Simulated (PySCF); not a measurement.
H2CdS (SMILES [SH][CdH]), singlet, at a GFN2-xTB geometry (such geometries of metal compounds can be far from the true shape) (core potentials on Cd); PBE0/def2-SVPD, polarisability by finite fields (PySCF).

Input for PySCF:
```python
from pyscf import gto, scf, dft

mol = gto.Mole()
mol.atom = '''
    Cd   -0.32547579   -0.31409853   -0.39183111
    H    -1.23579633   -0.09642848   -1.75321210
    S     0.96559700    0.94567602    1.15910503
    H     1.40908237    0.04234157    2.01542479
'''
mol.basis = 'def2-svpd'
mol.ecp = {'Cd': 'def2-svpd'}
mol.verbose = 4
mol.build()

mf = dft.RKS(mol)
mf.xc = 'pbe0'
mf.conv_tol = 1e-6
mf.kernel()
h0, z, done = mf.get_hcore(), mol.intor('int1e_r')[2], []
def energy(F):
    f = mf.copy()
    f.scf_summary = {}
    f.get_hcore = lambda *a: h0 + F * z
    e = f.kernel(mf.make_rdm1())
    done.append(f.converged)
    return e
F = 0.001
alpha = -(energy(F) + energy(-F) - 2 * mf.e_tot) / F**2
print('alpha_zz =', alpha)
```

The log (banner, timings and long lists left out):

```
PySCF version 2.14.0

[INPUT] verbose = 4
[INPUT] num. atoms = 4
[INPUT] num. electrons = 38
[INPUT] charge = 0
[INPUT] spin (= nelec alpha-beta = 2S) = 0
[INPUT] symmetry False subgroup None
[INPUT] Mole.unit = angstrom
[INPUT] Symbol           X                Y                Z      unit          X                Y                Z       unit  Magmom
[...]
nuclear repulsion = 89.8822869626202
number of shells = 31
number of NR pGTOs = 125
number of NR cGTOs = 77
basis = def2-svpd
ecp = {'Cd': 'def2-svpd'}

******** <class 'pyscf.dft.rks.RKS'> ********
method = RKS
initial guess = minao
damping factor = 0
level_shift factor = 0
DIIS = <class 'pyscf.scf.diis.CDIIS'>
diis_start_cycle = 1
diis_space = 8
diis_damp = 0
SCF conv_tol = 1e-06
SCF conv_tol_grad = None
SCF max_cycles = 50
direct_scf = True
direct_scf_tol = 1e-13
XC library pyscf.dft.libxc version 7.1.2
    S. Lehtola, C. Steigemann, M. J. T. Oliveira, and M. A. L. Marques,  SoftwareX 7, 1–5 (2018)
XC functionals = pbe0
    C. Adamo and V. Barone,  J. Chem. Phys. 110, 6158 (1999)
    M. Ernzerhof and G. E. Scuseria,  J. Chem. Phys. 110, 5029 (1999)
radial grids:
    Treutler-Ahlrichs [JCP 102, 346 (1995); DOI:10.1063/1.469408] (M4) radial grids

becke partition: Becke, JCP 88, 2547 (1988); DOI:10.1063/1.454033
pruning grids: <function nwchem_prune>
grids dens level: 3
symmetrized grids: False
atomic radii adjust function: <function treutler_atomic_radii_adjust>
small_rho_cutoff = 0
Set gradient conv threshold to 0.001
Initial guess from minao.
tot grids = 60888
init E= -552.699742663935
[...]
cycle= 1 E= -565.6476187418  delta_E= -12.9  |g|= 2.08  |ddm|= 5.54
[...]
cycle= 2 E= -531.866133232789  delta_E= 33.8  |g|= 7.07  |ddm|= 27.1
[...]
cycle= 3 E= -566.661794178524  delta_E= -34.8  |g|= 0.761  |ddm|= 26.8
[...]
cycle= 4 E= -566.835935532046  delta_E= -0.174  |g|= 0.272  |ddm|= 1.73
[...]
cycle= 5 E= -566.851183865468  delta_E= -0.0152  |g|= 0.0749  |ddm|= 0.395
[...]
cycle= 6 E= -566.852567017653  delta_E= -0.00138  |g|= 0.0252  |ddm|= 0.135
[...]
cycle= 7 E= -566.852756026943  delta_E= -0.000189  |g|= 0.00423  |ddm|= 0.0385
[...]
cycle= 8 E= -566.852761910778  delta_E= -5.88e-06  |g|= 0.00138  |ddm|= 0.0067
[...]
cycle= 9 E= -566.85276226191  delta_E= -3.51e-07  |g|= 0.000163  |ddm|= 0.00148
[...]
Extra cycle  E= -566.852762264693  delta_E= -2.78e-09  |g|= 0.000156  |ddm|= 0.000488
converged SCF energy = -566.852762264693

******** <class 'pyscf.dft.rks.RKS'> ********
method = RKS
[...]
radial grids:
    Treutler-Ahlrichs [JCP 102, 346 (1995); DOI:10.1063/1.469408] (M4) radial grids

becke partition: Becke, JCP 88, 2547 (1988); DOI:10.1063/1.454033
pruning grids: <function nwchem_prune>
grids dens level: 3
symmetrized grids: False
atomic radii adjust function: <function treutler_atomic_radii_adjust>
small_rho_cutoff = 0
Overwritten attributes  get_hcore  of <class 'pyscf.dft.rks.RKS'>
Set gradient conv threshold to 0.001
init E= -566.831915707255
[...]
cycle= 1 E= -566.831934822692  delta_E= -1.91e-05  |g|= 0.00565  |ddm|= 0.0229
[...]
cycle= 2 E= -566.831934888067  delta_E= -6.54e-08  |g|= 0.00589  |ddm|= 0.0148
[...]
cycle= 3 E= -566.831946099686  delta_E= -1.12e-05  |g|= 0.000699  |ddm|= 0.00737
[...]
cycle= 4 E= -566.831946227061  delta_E= -1.27e-07  |g|= 0.000143  |ddm|= 0.00104
[...]
Extra cycle  E= -566.831946223168  delta_E= 3.89e-09  |g|= 0.000184  |ddm|= 0.000442
converged SCF energy = -566.831946223168

******** <class 'pyscf.dft.rks.RKS'> ********
method = RKS
initial guess = minao
damping factor = 0
level_shift factor = 0
DIIS = <class 'pyscf.scf.diis.CDIIS'>
diis_start_cycle = 1
diis_space = 8
diis_damp = 0
SCF conv_tol = 1e-06
SCF conv_tol_grad = None
SCF max_cycles = 50
direct_scf = True
direct_scf_tol = 1e-13
XC library pyscf.dft.libxc version 7.1.2
    S. Lehtola, C. Steigemann, M. J. T. Oliveira, and M. A. L. Marques,  SoftwareX 7, 1–5 (2018)
XC functionals = pbe0
    C. Adamo and V. Barone,  J. Chem. Phys. 110, 6158 (1999)
    M. Ernzerhof and G. E. Scuseria,  J. Chem. Phys. 110, 5029 (1999)
radial grids:
    Treutler-Ahlrichs [JCP 102, 346 (1995); DOI:10.1063/1.469408] (M4) radial grids

becke partition: Becke, JCP 88, 2547 (1988); DOI:10.1063/1.454033
pruning grids: <function nwchem_prune>
grids dens level: 3
symmetrized grids: False
atomic radii adjust function: <function treutler_atomic_radii_adjust>
small_rho_cutoff = 0
Set gradient conv threshold to 0.001
init E= -566.873608822132
[...]
cycle= 1 E= -566.873627971896  delta_E= -1.91e-05  |g|= 0.00584  |ddm|= 0.0234
[...]
cycle= 2 E= -566.873627938648  delta_E= 3.32e-08  |g|= 0.00611  |ddm|= 0.0153
[...]
cycle= 3 E= -566.873640119685  delta_E= -1.22e-05  |g|= 0.000711  |ddm|= 0.00769
[...]
cycle= 4 E= -566.87364025212  delta_E= -1.32e-07  |g|= 0.000141  |ddm|= 0.00105
[...]
Extra cycle  E= -566.873640248666  delta_E= 3.45e-09  |g|= 0.000178  |ddm|= 0.000428
converged SCF energy = -566.873640248666
alpha_zz = 61.94244747348421
```
